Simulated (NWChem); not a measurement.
System: C4H4OS; SMILES C(=C)=CSC=O

NWChem printed, in part:

```
             Northwest Computational Chemistry Package (NWChem) 7.3.0
             --------------------------------------------------------

                             Geometry "geometry" -> ""
                             -------------------------

 Output coordinates in angstroms (scale by  1.889725989 to convert to a.u.)

  No.       Tag          Charge          X              Y              Z
 ---- ---------------- ---------- -------------- -------------- --------------
    1 C                    6.0000     1.04225200     2.64446100    -0.16944900
    2 C                    6.0000     0.05726000     1.79384000    -0.04901900
    3 C                    6.0000    -0.93479800     0.94331100     0.06760100
    4 S                   16.0000    -0.88447600    -0.71743800    -0.55098500
    5 C                    6.0000     0.64624200    -1.29016500     0.17648000
    6 O                    8.0000     1.09813700    -2.37495700    -0.01966900
    7 H                    1.0000     1.83783800     2.71091700     0.58033400
    8 H                    1.0000     1.09792500     3.32116400    -1.02938900
    9 H                    1.0000    -1.86438400     1.22933300     0.57262500
   10 H                    1.0000     1.11135500    -0.50702000     0.82548200

 Effective nuclear repulsion energy (a.u.)     248.1709377323

  pbe96 is a nonlocal functional; adding pw91lda local functional.

                                 NWChem DFT Module
                                 -----------------

 Summary of "ao basis" -> "ao basis" (spherical)
 ------------------------------------------------------------------------------
       Tag                 Description            Shells   Functions and Types
 ---------------- ------------------------------  ------  ---------------------
 C                          def2-svp                 6       14   3s2p1d
 S                          def2-svp                 8       18   4s3p1d
 O                          def2-svp                 6       14   3s2p1d
 H                          def2-svp                 3        5   2s1p

 in cosmo_initialize ...
 calling solv_data for solv:toluene

 solvent parameters
 solvname_short: toluene
 solvname_long:  toluene
 dielec:        2.3741
 dielecinf:     2.2383
 nonaqueous SMD model solvent descriptors
 dielec:        2.3741
 sola:          0.0000
 solb:          0.1400
 solc:          0.8570
 solg:         40.2000
 solh:          0.0000
 soln:          1.4961

          ---------------
          -cosmo- solvent
          ---------------
 Cosmo: York-Karplus, doi: 10.1021/jp992097l
 dielectric constant -eps-     =   2.37
 screen = (eps-1)/(eps    )    =   0.57879
 surface charge correction     = lagrangian

   van der Waals surface
 --------------------------

 ---------- ATOMIC COORDINATES (A.U.) ------------ VDWR(ANG.) --
     1    1.96957069    4.99730668   -0.32021218     1.850
     2    0.10820571    3.38986607   -0.09263248     1.850
     3   -1.76651207    1.78259931    0.12774737     1.850
     4   -1.67141728   -1.35576123   -1.04121067     2.490
     5    1.22122030   -2.43805833    0.33349884     1.850
     6    2.07517803   -4.48801796   -0.03716902     2.294
     7    3.47301023    5.12289031    1.09667224     1.200
     8    2.07477741    6.27608992   -1.94526315     1.200
     9   -3.52317490    2.32310252    1.08210434     1.200
    10    2.10015643   -0.95812887    1.55993479     1.200
 number of segments per atom =        128
 number of   points per atom =        128
 atom (   nspa,  nppa )
 ----------------------
    1 (     71,     0 )       0
    2 (     47,     0 )       0
    3 (     33,     0 )       0
    4 (     77,     0 )       0
    5 (     15,     0 )       0
    6 (     92,     0 )       0
    7 (     55,     0 )       0
    8 (     53,     0 )       0
    9 (     50,     0 )       0
   10 (     49,     0 )       0
 number of -cosmo- surface points =      542
 molecular surface =    158.206 angstrom**2
 molecular volume  =    143.018 angstrom**3
 -lineq- algorithm             =   0
 -bem- low  level              =   3
 -bem- from -octahedral-
 gaussian surface charge width =   4.50000
 degree of switching           =   1.00000
 switching function tolerance  =   0.00010
 atomic radii =
 --------------
    1  6.000  1.850
    2  6.000  1.850
    3  6.000  1.850
    4 16.000  2.490
    5  6.000  1.850
    6  8.000  2.294
    7  1.000  1.200
    8  1.000  1.200
    9  1.000  1.200
   10  1.000  1.200
 ...... end of -cosmo- initialization ......

 nat:                    10
 ixmem:                  5529
 calling mnsol_interface()
 G(SMD-CDS) energy (kcal/mol)  =    -1.382
 SMD-CDS SASA (angstrom**2)    =   158.153

            General Information
            -------------------
          SCF calculation type: DFT
          Wavefunction type:  closed shell.
          No. of atoms     :    10
          No. of electrons :    52
           Alpha electrons :    26
            Beta electrons :    26
          Charge           :     0
          Spin multiplicity:     1
          Use of symmetry is: off; symmetry adaption is: off
          Maximum number of iterations: 150
          AO basis - number of functions:   108
                     number of shells:    50
          Convergence on energy requested:  1.00D-06
          Convergence on density requested:  1.00D-05
          Convergence on gradient requested:  5.00D-04

              XC Information
              --------------
          PerdewBurkeErnzerhof Exchange Functional  1.000
            Perdew 1991 LDA Correlation Functional  1.000 local
           PerdewBurkeErnz. Correlation Functional  1.000 non-local

             Grid Information
             ----------------
          Grid used for XC integration:  medium
          Radial quadrature: Mura-Knowles
          Angular quadrature: Lebedev.
          Tag              B.-S. Rad. Rad. Pts. Rad. Cut. Ang. Pts.
          ---              ---------- --------- --------- ---------
          C                   0.70       49          12.0       434
          S                   1.00       88          11.0       590
          O                   0.60       49          13.0       434
          H                   0.35       45          12.0       434
          Grid pruning is: on
          Number of quadrature shells:   513
          Spatial weights used:  Erf1

      Superposition of Atomic Density Guess
      -------------------------------------

 Sum of atomic energies:        -624.53483047

      Non-variational initial energy
      ------------------------------

 Total energy =    -627.487095
 1-e energy   =   -1349.125847
 2-e energy   =     473.467815
 HOMO         =      -0.263360
 LUMO         =      -0.001808

   convergence    iter        energy       DeltaE   RMS-Dens  Diis-err
 ---------------- ----- ----------------- --------- --------- ---------
     COSMO gas phase
 d= 0,ls=0.0,diis     1   -627.2806299548 -8.75D+02  3.00D-02  1.28D+00
 d= 0,ls=0.0,diis     2   -626.0305859727  1.25D+00  2.61D-02  1.25D+01
 d= 0,ls=0.0,diis     3   -627.3967959818 -1.37D+00  8.12D-03  2.67D-01
 d= 0,ls=0.0,diis     4   -627.4077413990 -1.09D-02  4.49D-03  1.68D-01
 d= 0,ls=0.0,diis     5   -627.4331555298 -2.54D-02  1.00D-03  6.99D-03
  Resetting Diis
 d= 0,ls=0.0,diis     6   -627.4337705415 -6.15D-04  4.02D-04  2.95D-03
 d= 0,ls=0.0,diis     7   -627.4342022051 -4.32D-04  2.63D-04  1.10D-04
 d= 0,ls=0.0,diis     8   -627.4341475349  5.47D-05  1.77D-04  5.05D-04
 d= 0,ls=0.0,diis     9   -627.4342161208 -6.86D-05  3.72D-05  2.59D-05
 d= 0,ls=0.0,diis    10   -627.4342185734 -2.45D-06  1.06D-05  2.68D-06
 d= 0,ls=0.0,diis    11   -627.4342188696 -2.96D-07  2.95D-06  8.47D-08

   convergence    iter        energy       DeltaE   RMS-Dens  Diis-err
 ---------------- ----- ----------------- --------- --------- ---------
     COSMO solvation phase
 d= 0,ls=0.0,diis     1   -627.4399301793 -5.71D-03  1.26D-03  9.25D-04
 d= 0,ls=0.0,diis     2   -627.4399525694 -2.24D-05  4.34D-04  2.32D-03
 d= 0,ls=0.0,diis     3   -627.4402078248 -2.55D-04  1.90D-04  4.08D-04
 d= 0,ls=0.0,diis     4   -627.4402402591 -3.24D-05  9.44D-05  7.58D-05
 d= 0,ls=0.0,diis     5   -627.4402491518 -8.89D-06  3.11D-05  1.26D-05
 d= 0,ls=0.0,diis     6   -627.4402508225 -1.67D-06  9.92D-06  1.50D-06
 d= 0,ls=0.0,diis     7   -627.4402510140 -1.92D-07  2.87D-06  1.24D-07

         Total DFT energy =     -627.440251014042
      One electron energy =    -1352.758831656956
           Coulomb energy =      534.099423568286
    Exchange-Corr. energy =      -56.881150405052
 Nuclear repulsion energy =      248.170937732287

             COSMO energy =       -0.070630252607

 Numeric. integr. density =       51.999996763779

                                COSMO-SMD solvation results
                                ---------------------------

             internal energy in gas <Psi(g)|H|Psi(g)> =      -627.434218869561
         internal energy in solvent <Psi(s)|H|Psi(s)> =      -627.433859978819
                               delta internal energy  =         0.000358890742 (    0.23 kcal/mol)
   total free energy in solvent <Psi(s)|H+V/2|Psi(s)> =      -627.438049209033
 polarization energy contribution <Psi(s)|V/2|Psi(s)> =        -0.004189230213 (   -2.63 kcal/mol)
    total free energy in solvent including G(SMD-CDS) =      -627.440251014042
                       G(SMD-CDS) energy contribution =        -0.002201805009 (   -1.38 kcal/mol)
     1 M fixed-concentration free energy of solvation =        -0.006032144481 (   -3.79 kcal/mol)

                       DFT Final Molecular Orbital Analysis
                       ------------------------------------

 Vector   24  Occ=2.000000D+00  E=-2.552801D-01
              MO Center=  3.1D-01,  1.8D+00, -1.5D-01, r^2= 3.1D+00
   Bfn.  Coefficient  Atom+Function         Bfn.  Coefficient  Atom+Function
  ----- ------------  ---------------      ----- ------------  ---------------
    19      0.274561   2 C  py                5      0.266614   1 C  py
     6      0.228485   1 C  pz                4     -0.210367   1 C  px
    18     -0.204722   2 C  px               22      0.200048   2 C  py
    54      0.195588   4 S  py                8      0.184426   1 C  py
    51      0.163498   4 S  py                9      0.142130   1 C  pz

 Vector   25  Occ=2.000000D+00  E=-2.284629D-01
              MO Center=  3.5D-01, -1.4D+00, -9.2D-02, r^2= 3.1D+00
   Bfn.  Coefficient  Atom+Function         Bfn.  Coefficient  Atom+Function
  ----- ------------  ---------------      ----- ------------  ---------------
    53      0.412786   4 S  px               80      0.381689   6 O  pz
    78      0.299255   6 O  px               50      0.286415   4 S  px
    83      0.273486   6 O  pz              104     -0.218707  10 H  s
    81      0.210734   6 O  px              105     -0.170755  10 H  s
    47      0.158556   4 S  px               46      0.126546   4 S  s

 Vector   26  Occ=2.000000D+00  E=-2.203967D-01
              MO Center= -1.5D-01, -1.5D-01, -2.4D-01, r^2= 4.4D+00
   Bfn.  Coefficient  Atom+Function         Bfn.  Coefficient  Atom+Function
  ----- ------------  ---------------      ----- ------------  ---------------
    55      0.441482   4 S  pz               52      0.303347   4 S  pz
    78      0.269249   6 O  px               20     -0.248498   2 C  pz
    34     -0.200781   3 C  pz               81      0.199914   6 O  px
    49      0.170659   4 S  pz               23     -0.164221   2 C  pz
    37     -0.126518   3 C  pz               54     -0.122928   4 S  py

 Vector   27  Occ=0.000000D+00  E=-6.407837D-02
              MO Center=  5.1D-01, -1.2D+00,  4.0D-02, r^2= 3.0D+00
   Bfn.  Coefficient  Atom+Function         Bfn.  Coefficient  Atom+Function
  ----- ------------  ---------------      ----- ------------  ---------------
    31      0.596371   3 C  s                66      0.385137   5 C  pz
    69      0.364883   5 C  pz               21      0.333596   2 C  px
    80     -0.302924   6 O  pz               83     -0.304243   6 O  pz
    67     -0.300699   5 C  px               17     -0.296833   2 C  s
    64     -0.291213   5 C  px               22      0.260288   2 C  py

 Vector   28  Occ=0.000000D+00  E=-5.337718D-02
              MO Center=  1.3D-01,  1.4D+00, -1.5D-01, r^2= 4.1D+00
   Bfn.  Coefficient  Atom+Function         Bfn.  Coefficient  Atom+Function
  ----- ------------  ---------------      ----- ------------  ---------------
    54      0.466962   4 S  py                8     -0.317398   1 C  py
     7      0.293190   1 C  px               23      0.286156   2 C  pz
    20      0.273654   2 C  pz               22      0.269882   2 C  py
     5     -0.255639   1 C  py               36      0.253766   3 C  py
     9     -0.236138   1 C  pz                4      0.216659   1 C  px

 Vector   29  Occ=0.000000D+00  E=-4.577083D-02
              MO Center= -6.6D-02,  1.1D+00, -9.0D-02, r^2= 3.9D+00
   Bfn.  Coefficient  Atom+Function         Bfn.  Coefficient  Atom+Function
  ----- ------------  ---------------      ----- ------------  ---------------
    37      0.443909   3 C  pz               23     -0.374968   2 C  pz
    22      0.361770   2 C  py               34      0.322693   3 C  pz
    20     -0.302511   2 C  pz               90      0.286172   7 H  s
    63     -0.282816   5 C  s                95     -0.274644   8 H  s
    46      0.261920   4 S  s                35      0.257058   3 C  px

     Multipole analysis of the density
     ---------------------------------

     L   x y z        total         alpha         beta         nuclear
     -   - - -        -----         -----         ----         -------
     0   0 0 0     -0.000000    -26.000000    -26.000000     52.000000

     1   1 0 0     -0.031755     -1.605090     -1.605090      3.178425
     1   0 1 0      1.396056     -0.080929     -0.080929      1.557913
     1   0 0 1      0.361250      7.617058      7.617058    -14.872865

     2   2 0 0    -29.750332    -96.553251    -96.553251    163.356169
     2   1 1 0      3.274000     -1.794695     -1.794695      6.863390
     2   1 0 1     -0.125929    -11.917743    -11.917743     23.709558
     2   0 2 0    -33.045097   -284.528705   -284.528705    536.012313
     2   0 1 1     -0.841207     -2.096550     -2.096550      3.351892
     2   0 0 2    -31.013583    -29.196790    -29.196790     27.379997
```

Level: PBE/def2-SVP, SMD on the gas-phase geometry. Structure relaxed at the PBE0/def2-SVP level. Solvent: toluene.

### Question
Which NWChem input produces such a log?

### Answer
One answer among several that fit: the input that was run:
```
start job
memory heap 200 mb stack 900 mb global 1100 mb
geometry units angstroms noautosym nocenter noautoz
  C      1.042252     2.644461    -0.169449
  C      0.057260     1.793840    -0.049019
  C     -0.934798     0.943311     0.067601
  S     -0.884476    -0.717438    -0.550985
  C      0.646242    -1.290165     0.176480
  O      1.098137    -2.374957    -0.019669
  H      1.837838     2.710917     0.580334
  H      1.097925     3.321164    -1.029389
  H     -1.864384     1.229333     0.572625
  H      1.111355    -0.507020     0.825482
end
basis spherical
  C library def2-svp
  S library def2-svp
  O library def2-svp
  H library def2-svp
end
dft
  xc xpbe96 cpbe96
  iterations 150
end
cosmo
  do_cosmo_smd true
  solvent toluene
end
task dft energy
```
